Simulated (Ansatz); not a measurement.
All numbers were calculated with Ansatz.

A structure relaxed at PBE0-D4/def2-TZVP, charge 0, multiplicity 1:

```csv
atom,x (Å),y (Å),z (Å)
C1,-2.248,-0.503,-1.235
N2,-1.070,0.219,-0.807
Si3,0.150,-0.393,0.179
F4,1.219,-1.326,-0.571
O5,0.964,0.892,0.753
C6,2.254,0.852,1.322
H7,-3.150,0.106,-1.130
H8,-2.183,-0.846,-2.273
H9,-2.383,-1.388,-0.607
H10,-0.918,1.097,-1.277
H11,-0.433,-1.276,1.213
H12,2.950,0.278,0.703
H13,2.620,1.877,1.406
H14,2.228,0.411,2.324
```

Give its formula and SMILES.

C2H8FNOSi, `CN[SiH](F)OC`.

Point group (tolerance 0.08 Å, 0.16 Å for H)?

C1.

Summarise the bond lengths by kind.

1 × C–N 1.446 Å; 6 × C–H 1.091 to 1.096 Å; 1 × N–Si 1.685 Å; 1 × H–N 1.007 Å; 1 × F–Si 1.605 Å; 1 × O–Si 1.626 Å; 1 × H–Si 1.479 Å; 1 × C–O 1.411 Å.
